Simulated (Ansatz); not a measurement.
`C=[C]([AlH2])[SnH3]`, charge 0, multiplicity 1.

**Question.** Give a relaxed structure at PBE0-D4/def2-TZVP (Ansatz). (Best estimate.)

**Answer.** The calculation gave: 
```xyz
11

C     1.0610   -1.2242    0.0863
C     0.2849   -0.1536   -0.1320
Al    0.7674    1.0070   -1.6094
Sn   -1.3848    0.1533    1.1632
H     1.9310   -1.4421   -0.5375
H     0.8904   -1.9477    0.8863
H     2.0477    0.6161   -2.4655
H    -0.0948    2.2985   -1.9399
H    -1.2517    1.6578    1.9643
H    -2.8428    0.1491    0.2703
H    -1.4083   -1.1141    2.3139
```
Point group Cs.
This is one stationary point; other conformers may exist.
